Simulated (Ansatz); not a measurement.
Cost and result for the atomization energy of CH5ClFNSn (`C[NH][SnH]([F])[Cl]`) (10 atoms, 9 bonds).

Z-matrix (Å, degrees):
```
C
N 1 1.457
H 1 1.092 2 109.5
H 1 1.097 2 114.3 3 121.3
H 1 1.094 2 109.5 3 -117.2
Sn 2 1.991 1 119.0 3 -48.4
H 2 1.011 1 112.0 3 176.1
Cl 6 2.323 2 112.8 1 -52.6
F 6 1.910 2 103.1 1 57.2
H 6 1.692 2 116.5 1 177.2
```

The species carries charge 0 and has multiplicity 1. Correlated methods include outer-core shells of Sn, which these sets cover unevenly. Sn: def2 effective core potential. Geometry: relaxed with PBE0-D4/def2-TZVP. It is one conformer, not always the lowest. Program: Ansatz. All runs use 4 threads of an AMD EPYC 7B13 on a shared host. Times are those of one run each, without the atoms' runs, and a repeat can differ threefold. Electronic energies, without spin–orbit coupling; frozen cores. CCSD(T)/CBS adds CCSD(T) − MP2 in def2-TZVPP to the MP2 limit, and its time is that of the two runs behind it. T1 = 0.013. With those shells the extrapolation isn't a true limit. B3LYP takes the VWN-RPA correlation (the form of Gaussian; ORCA's B3LYP/G). HSE06 is the plane-wave form, built on full-range PBE exchange.

CCSD(T)/CBS is a level of theory with its own doubt, some kJ/mol a heavy atom from the limit and from the frozen cores, so smaller differences don't rank the functionals.

```
                            level  functions  wall time  atomization (kcal/mol)  difference from CCSD(T)/CBS  per bond
           LDA (SPW92)/def2-TZVPP        255      1.3 s                   907.1                        115.4      12.8
               BLYP-D4/def2-TZVPP        255      1.8 s                   784.4                         -7.3      -0.8
             revPBE-D4/def2-TZVPP        255      1.9 s                   778.1                        -13.6      -1.5
               PBE0-D4/def2-TZVPP        255      3.1 s                   782.2                         -9.5      -1.0
              BHLYP-D4/def2-TZVPP        255      3.2 s                   756.5                        -35.2      -3.9
              HSE06-D4/def2-TZVPP        255      3.4 s                   782.6                         -9.1      -1.0
B3LYP-D4/def2-TZVPP (with forces)        255      4.6 s                   782.6                         -9.1      -1.0
               ωB97X-V/def2-TZVPP        255        7 s                   791.5                         -0.2       0.0
                 CCSD(T)/def2-SVP        111      8.5 s                   727.4                        -64.3      -7.1
 ωB97M-V/def2-TZVPP (with forces)        255       11 s                   787.0                         -4.7      -0.5
                   MP2/def2-QZVPP        473       19 s                   791.9                          0.2       0.0
               CCSD(T)/def2-TZVPP        255    3.9 min                   763.7                        -28.0      -3.1
                CCSD(T)/CBS(def2)          –    4.2 min                   791.7                          0.0       0.0
```

In def2-TZVPP, CCSD(T) changes the Hartree–Fock value by +220.3 kcal/mol (the triples alone add +14.1 kcal/mol) and MP2 by +231.4 kcal/mol; breaking electron pairs costs correlation energy, which Hartree–Fock lacks. From BLYP to BHLYP (50 % exact exchange), in def2-TZVPP and without D4, the atomization energy moves by −23.7 kcal/mol: exact exchange takes away binding that semilocal exchange gives to molecules. At CCSD(T), def2-SVP lies −64.2 kcal/mol from the extrapolated value and def2-TZVPP −28.0 kcal/mol: correlation converges slowly with the basis, and small sets miss more of it in the bonded molecule than in its fragments.

Spin–orbit coupling would lower the free Sn atoms strongly, and the atomization energy with them, by more than many differences here. For some Ge, Se and Sn compounds the MP2-based and the directly extrapolated limit differ by 10 to 25 kJ/mol.
